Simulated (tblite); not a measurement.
Species: C16H16BF.
Atom-mapped SMILES: `[CH3:1][B:2]([CH3:3])[c:4]1[cH:5][cH:6][c:7](/[CH:8]=[CH:9]/[c:10]2[cH:11][cH:12][c:13]([F:14])[cH:15][cH:16]2)[cH:17][cH:18]1` (hydrogens: H19, H20, H21 on C1; H22, H23, H24 on C3; H25 on C5; H26 on C6; H27 on C8; H28 on C9; H29 on C11; H30 on C12; H31 on C15; H32 on C16; H33 on C17; H34 on C18)

Computed with GFN2-xTB (tblite), gas phase: L-BFGS steps from a force-field or distance-geometry start until the largest atomic force falls under 0.01 eV/Å.

The end geometry, which sets the zero of energy:
```
atom  x, y, z in Å
C1     -5.2611    0.9534    1.1910
B2     -4.5753   -0.0411    0.1760
C3     -5.4710   -0.9085   -0.7922
C4     -3.0200   -0.1557    0.1143
C5     -2.3809   -1.3113   -0.3510
C6     -1.0084   -1.4036   -0.4231
C7     -0.1879   -0.3321   -0.0534
C8      1.2476   -0.4757   -0.1861
C9      2.1749    0.4474    0.1108
C10     3.6108    0.3064   -0.0368
C11     4.4329    1.3721    0.3459
C12     5.8062    1.3032    0.2270
C13     6.3708    0.1468   -0.2798
F14     7.7133    0.0654   -0.4008
C15     5.5934   -0.9298   -0.6687
C16     4.2218   -0.8434   -0.5470
C17    -0.8146    0.8255    0.4181
C18    -2.1876    0.9006    0.5065
H19    -5.3362    1.9337    0.7175
H20    -4.7010    1.0950    2.1125
H21    -6.2757    0.6628    1.4532
H22    -5.0068   -1.1045   -1.7564
H23    -5.6490   -1.8806   -0.3298
H24    -6.4511   -0.4726   -0.9725
H25    -2.9797   -2.1596   -0.6498
H26    -0.5525   -2.3169   -0.7813
H27     1.5603   -1.4367   -0.5735
H28     1.8620    1.4058    0.5025
H29     3.9837    2.2702    0.7445
H30     6.4390    2.1272    0.5174
H31     6.0672   -1.8172   -1.0588
H32     3.6194   -1.6828   -0.8554
H33    -0.2211    1.6744    0.7224
H34    -2.6370    1.8116    0.8750
```

Task: These geometries come from the run, each turned onto the end geometry. Order them by energy, lowest first.
A.
```
atom  x, y, z in Å
C1     -5.2210    1.0032    1.1686
B2     -4.5768   -0.0379    0.1691
C3     -5.5001   -0.9500   -0.7327
C4     -3.0201   -0.1525    0.0711
C5     -2.3873   -1.1718   -0.6528
C6     -1.0148   -1.2751   -0.7228
C7     -0.1861   -0.3472   -0.0839
C8      1.2521   -0.4901   -0.1875
C9      2.1609    0.4404    0.1396
C10     3.5999    0.3062    0.0066
C11     4.3952    1.4551    0.0641
C12     5.7654    1.3917   -0.0915
C13     6.3535    0.1556   -0.2932
F14     7.6935    0.0797   -0.4441
C15     5.6041   -1.0075   -0.3317
C16     4.2344   -0.9249   -0.1834
C17    -0.8023    0.6769    0.6403
C18    -2.1747    0.7607    0.7167
H19    -4.9133    2.0203    0.9266
H20    -4.8909    0.8261    2.1915
H21    -6.3079    0.9901    1.1724
H22    -5.2692   -0.8269   -1.7907
H23    -5.3449   -2.0060   -0.5127
H24    -6.5611   -0.7497   -0.6045
H25    -2.9910   -1.9033   -1.1694
H26    -0.5666   -2.0803   -1.2890
H27     1.5833   -1.4339   -0.6016
H28     1.8316    1.4073    0.4967
H29     3.9259    2.4146    0.2248
H30     6.3738    2.2826   -0.0614
H31     6.0969   -1.9575   -0.4720
H32     3.6535   -1.8334   -0.2005
H33    -0.1984    1.4032    1.1633
H34    -2.6111    1.5635    1.2922
```
B.
```
atom  x, y, z in Å
C1     -5.2751    0.9636    1.1886
B2     -4.5749   -0.0388    0.1913
C3     -5.4539   -0.9116   -0.7871
C4     -3.0193   -0.1560    0.1327
C5     -2.3845   -1.3040   -0.3580
C6     -1.0133   -1.3956   -0.4451
C7     -0.1899   -0.3311   -0.0627
C8      1.2443   -0.4778   -0.2006
C9      2.1730    0.4385    0.1117
C10     3.6092    0.2975   -0.0324
C11     4.4255    1.3770    0.3235
C12     5.7987    1.3137    0.2012
C13     6.3682    0.1520   -0.2883
F14     7.7106    0.0761   -0.4147
C15     5.5965   -0.9385   -0.6484
C16     4.2254   -0.8613   -0.5152
C17    -0.8111    0.8195    0.4327
C18    -2.1832    0.8936    0.5348
H19    -5.2804    1.9546    0.7327
H20    -4.7647    1.0641    2.1437
H21    -6.3146    0.7128    1.3859
H22    -4.9980   -1.0435   -1.7659
H23    -5.5676   -1.9100   -0.3627
H24    -6.4576   -0.5197   -0.9330
H25    -2.9863   -2.1470   -0.6651
H26    -0.5592   -2.3019   -0.8230
H27     1.5531   -1.4351   -0.6000
H28     1.8592    1.3953    0.5077
H29     3.9694    2.2800    0.7043
H30     6.4269    2.1454    0.4803
H31     6.0744   -1.8284   -1.0267
H32     3.6280   -1.7157   -0.7903
H33    -0.2134    1.6628    0.7448
H34    -2.6285    1.7988    0.9216
```
C.
```
atom  x, y, z in Å
C1     -5.2691    0.9849    1.1768
B2     -4.5808   -0.0241    0.1755
C3     -5.4642   -0.9301   -0.7691
C4     -3.0239   -0.1392    0.1089
C5     -2.3940   -1.2547   -0.4589
C6     -1.0226   -1.3620   -0.5296
C7     -0.1889   -0.3430   -0.0554
C8      1.2460   -0.4932   -0.1903
C9      2.1728    0.4205    0.1353
C10     3.6083    0.2915   -0.0229
C11     4.4125    1.4085    0.2298
C12     5.7848    1.3549    0.0946
C13     6.3664    0.1601   -0.2905
F14     7.7091    0.0943   -0.4202
C15     5.6068   -0.9699   -0.5423
C16     4.2348   -0.8959   -0.4137
C17    -0.8044    0.7768    0.5132
C18    -2.1770    0.8653    0.5971
H19    -5.1288    2.0082    0.8249
H20    -4.8367    0.9467    2.1757
H21    -6.3418    0.8307    1.2708
H22    -5.0996   -0.9425   -1.7952
H23    -5.4224   -1.9631   -0.4207
H24    -6.5136   -0.6456   -0.7908
H25    -2.9983   -2.0609   -0.8484
H26    -0.5794   -2.2450   -0.9708
H27     1.5575   -1.4387   -0.6154
H28     1.8581    1.3709    0.5441
H29     3.9475    2.3355    0.5322
H30     6.4049    2.2170    0.2854
H31     6.0917   -1.8903   -0.8301
H32     3.6449   -1.7755   -0.6187
H33    -0.2032    1.5876    0.8966
H34    -2.6112    1.7499    1.0404
```
D.
```
atom  x, y, z in Å
C1     -5.2583    0.9997    1.1662
B2     -4.5813   -0.0316    0.1774
C3     -5.5175   -0.9462   -0.7070
C4     -3.0237   -0.1470    0.0791
C5     -2.3965   -1.0535   -0.7839
C6     -1.0249   -1.1625   -0.8677
C7     -0.1814   -0.3520   -0.1014
C8      1.2641   -0.4843   -0.2227
C9      2.1687    0.4564    0.0896
C10     3.6139    0.3213   -0.0264
C11     4.4064    1.4680   -0.1353
C12     5.7803    1.3911   -0.2554
C13     6.3803    0.1452   -0.2550
F14     7.7238    0.0560   -0.3679
C15     5.6341   -1.0129   -0.1307
C16     4.2611   -0.9170   -0.0155
C17    -0.7940    0.5486    0.7737
C18    -2.1670    0.6422    0.8566
H19    -4.9504    2.0234    0.9483
H20    -4.9634    0.8098    2.1994
H21    -6.3481    0.9755    1.1332
H22    -5.3289   -0.8018   -1.7708
H23    -5.3345   -2.0022   -0.5110
H24    -6.5798   -0.7672   -0.5414
H25    -3.0053   -1.6953   -1.3998
H26    -0.5909   -1.8780   -1.5505
H27     1.6049   -1.4214   -0.6446
H28     1.8205    1.4260    0.4200
H29     3.9400    2.4408   -0.1452
H30     6.3894    2.2775   -0.3450
H31     6.1324   -1.9699   -0.1218
H32     3.6912   -1.8230    0.1051
H33    -0.1854    1.1662    1.4159
H34    -2.5933    1.3473    1.5526
```
E.
```
atom  x, y, z in Å
C1     -5.2602    1.0091    1.1760
B2     -4.5951   -0.0305    0.1688
C3     -5.5220   -0.9652   -0.7175
C4     -3.0100   -0.1433    0.0718
C5     -2.4137   -1.0745   -0.7891
C6     -1.0263   -1.1744   -0.8852
C7     -0.1932   -0.3467   -0.1087
C8      1.2834   -0.4972   -0.2179
C9      2.1535    0.4638    0.1001
C10     3.6145    0.3206   -0.0313
C11     4.4017    1.4803   -0.1463
C12     5.7912    1.3871   -0.2601
C13     6.4122    0.1414   -0.2504
F14     7.7699    0.0524   -0.3745
C15     5.6468   -1.0118   -0.1332
C16     4.2563   -0.9335   -0.0062
C17    -0.7887    0.5652    0.7895
C18    -2.1828    0.6570    0.8734
H19    -4.9467    2.0432    0.9178
H20    -4.9564    0.7859    2.2247
H21    -6.3783    0.9656    1.1173
H22    -5.3222   -0.7704   -1.7926
H23    -5.3285   -2.0204   -0.4742
H24    -6.6081   -0.7532   -0.5258
H25    -3.0126   -1.7169   -1.4166
H26    -0.5988   -1.8949   -1.5615
H27     1.6438   -1.4203   -0.6538
H28     1.7771    1.4360    0.4135
H29     3.9423    2.4619   -0.1492
H30     6.3915    2.2914   -0.3450
H31     6.1399   -1.9878   -0.1208
H32     3.6952   -1.8478    0.1112
H33    -0.1914    1.1837    1.4358
H34    -2.5978    1.3736    1.5784
```

Result: B (0.002 eV), C (0.008 eV), A (0.017 eV), D (0.036 eV), E (0.267 eV).

In the order of the answer:

| step | E above end (eV) | largest force (eV/Å) | rms force component (eV/Å) | rms distance from end (Å) | rms bond change (Å) | bond most changed (Å) |
| --- | --- | --- | --- | --- | --- | --- |
| 123 | 0.002 | 0.02 | 0.007 | 0.042 | 0.000 | C11–H29 +0.001 |
| 108 | 0.008 | 0.04 | 0.010 | 0.160 | 0.001 | B2–C4 +0.002 |
| 71 | 0.017 | 0.04 | 0.010 | 0.364 | 0.001 | B2–C4 +0.003 |
| 7 | 0.036 | 0.11 | 0.033 | 0.533 | 0.002 | C7–C8 +0.008 |
| 0 | 0.267 | 1.16 | 0.382 | 0.538 | 0.017 | C7–C8 +0.039 |

What follows is the cost of the whole relaxation. On Arm Neoverse V2, one thread (shared host), this took 2.1 s of wall time.
